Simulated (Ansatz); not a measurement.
Ansatz (a first-principles code) input (B3LYP-D3(BJ)/def2-TZVP):

Ansatz 0.2 input:
```yaml
crystal:
  periodic: [false, false, false]
  atoms:
    - {symbol: V, position_ang: [0.04273859, -0.00790214, -0.00722984]}
    - {symbol: F, position_ang: [1.73391132, -0.32059119, -0.29331565]}
    - {symbol: F, position_ang: [-0.80470041, -0.40849445, 1.47945591]}
    - {symbol: F, position_ang: [-1.03843175, 0.74927999, -1.16766401]}
basis:
  gaussian:
    orbitals: def2-TZVP
hamiltonian:
  xc: b3lyp
  dispersion: d3bj
magnetization: {spin_polarized: true, initial_magnetization: 2}
phonons: {temperatures: {t_min: 298.15, t_max: 298.15, t_step: 100}}
```

Output:

```
Functional definition: B3LYP
integrals: 0.05 GiB planned
945 factors; their error is unknown
mean field: 0.68 GiB planned
mean field evaluation 1: about -33841.6625 eV, gradient 4.3e1 eV
mean field evaluation 2: about -33787.9777 eV, gradient 1.5e2 eV
mean field evaluation 4: about -33846.6858 eV, gradient 7.0e0 eV
mean field evaluation 8: about -33846.8473 eV, gradient 1.1e-1 eV
mean field evaluation 16: about -33846.9365 eV, gradient 1.1e-3 eV
mean field evaluation 32: about -33846.8737 eV, gradient 4.3e-1 eV
mean field -33846.93645058 eV, -1243.8519722814 hartree, gradient 5.5e-6 eV, S^2 2.007412; 3 other end points of the search recorded, 0 dependent functions left out
the calculation of the forces begins
reference -33846.93667710 eV, -1243.8519806058 hartree; 26, 24 occupied and 112, 114 virtual orbitals, 945 factors
these checks for a lower state are left out or cut short: stability, starts, cluster_reference, orbital_swaps, neighbouring_geometries, increment
integrals: 0.05 GiB planned
945 factors; their error is unknown
mean field: 0.69 GiB planned
mean field -33846.93637038 eV, -1243.8519693338 hartree, gradient 2.6e-6 eV, S^2 2.007419; 0 other end points of the search recorded, 0 dependent functions left out
the calculation of the forces begins
reference -33846.93659690 eV, -1243.8519776584 hartree; 26, 24 occupied and 112, 114 virtual orbitals, 945 factors
these checks for a lower state are left out or cut short: stability, starts, cluster_reference, orbital_swaps, neighbouring_geometries, increment
integrals: 0.05 GiB planned
945 factors; their error is unknown
mean field: 0.68 GiB planned
mean field -33846.93637024 eV, -1243.8519693288 hartree, gradient 1.9e-6 eV, S^2 2.007406; 0 other end points of the search recorded, 0 dependent functions left out
the calculation of the forces begins
reference -33846.93659676 eV, -1243.8519776531 hartree; 26, 24 occupied and 112, 114 virtual orbitals, 945 factors
these checks for a lower state are left out or cut short: stability, starts, cluster_reference, orbital_swaps, neighbouring_geometries, increment
integrals: 0.05 GiB planned
945 factors; their error is unknown
mean field: 0.68 GiB planned
mean field -33846.93643238 eV, -1243.8519716123 hartree, gradient 3.4e-6 eV, S^2 2.007422; 0 other end points of the search recorded, 0 dependent functions left out
the calculation of the forces begins
reference -33846.93665891 eV, -1243.8519799374 hartree; 26, 24 occupied and 112, 114 virtual orbitals, 945 factors
these checks for a lower state are left out or cut short: stability, starts, cluster_reference, orbital_swaps, neighbouring_geometries, increment
integrals: 0.05 GiB planned
945 factors; their error is unknown
mean field: 0.69 GiB planned
mean field evaluation 64: about -33846.9364 eV, gradient 9.8e-5 eV
mean field -33846.93640984 eV, -1243.8519707840 hartree, gradient 4.7e-6 eV, S^2 2.007403; 0 other end points of the search recorded, 0 dependent functions left out
the calculation of the forces begins
reference -33846.93663634 eV, -1243.8519791077 hartree; 26, 24 occupied and 112, 114 virtual orbitals, 945 factors
these checks for a lower state are left out or cut short: stability, starts, cluster_reference, orbital_swaps, neighbouring_geometries, increment
integrals: 0.05 GiB planned
945 factors; their error is unknown
mean field: 0.69 GiB planned
mean field -33846.93637356 eV, -1243.8519694510 hartree, gradient 9.3e-6 eV, S^2 2.007393; 0 other end points of the search recorded, 0 dependent functions left out
the calculation of the forces begins
reference -33846.93660006 eV, -1243.8519777744 hartree; 26, 24 occupied and 112, 114 virtual orbitals, 945 factors
these checks for a lower state are left out or cut short: stability, starts, cluster_reference, orbital_swaps, neighbouring_geometries, increment
integrals: 0.05 GiB planned
945 factors; their error is unknown
mean field: 0.69 GiB planned
mean field -33846.93640755 eV, -1243.8519706999 hartree, gradient 9.4e-6 eV, S^2 2.007432; 0 other end points of the search recorded, 0 dependent functions left out
the calculation of the forces begins
reference -33846.93663410 eV, -1243.8519790254 hartree; 26, 24 occupied and 112, 114 virtual orbitals, 945 factors
these checks for a lower state are left out or cut short: stability, starts, cluster_reference, orbital_swaps, neighbouring_geometries, increment
integrals: 0.05 GiB planned
945 factors; their error is unknown
mean field: 0.69 GiB planned
mean field -33846.93643219 eV, -1243.8519716055 hartree, gradient 1.2e-6 eV, S^2 2.007404; 0 other end points of the search recorded, 0 dependent functions left out
the calculation of the forces begins
reference -33846.93665870 eV, -1243.8519799295 hartree; 26, 24 occupied and 112, 114 virtual orbitals, 945 factors
these checks for a lower state are left out or cut short: stability, starts, cluster_reference, orbital_swaps, neighbouring_geometries, increment
integrals: 0.05 GiB planned
945 factors; their error is unknown
mean field: 0.69 GiB planned
mean field -33846.93644412 eV, -1243.8519720439 hartree, gradient 1.3e-6 eV, S^2 2.007421; 0 other end points of the search recorded, 0 dependent functions left out
the calculation of the forces begins
reference -33846.93667065 eV, -1243.8519803688 hartree; 26, 24 occupied and 112, 114 virtual orbitals, 945 factors
Total energy: -33847.01671335 eV, -1243.8549218838 hartree
Atom 0 at     0.042739    -0.007902    -0.007230 Å, force    -0.000001     0.000000     0.000000 eV/Å
Atom 1 at     1.733911    -0.320591    -0.293316 Å, force     0.000025    -0.000005    -0.000004 eV/Å
Atom 2 at    -0.804700    -0.408494     1.479456 Å, force     0.000001    -0.000061     0.000147 eV/Å
Atom 3 at    -1.038432     0.749280    -1.167664 Å, force    -0.000025     0.000066    -0.000143 eV/Å
Dipole moment:     0.144052    -0.026634    -0.024368 e Å
Vibrations: 111.45 144.96 190.04 664.93 680.20 787.38 cm⁻¹, zero-point energy 0.159875 eV
```

The spin state was set by rule; other spins were not relaxed.
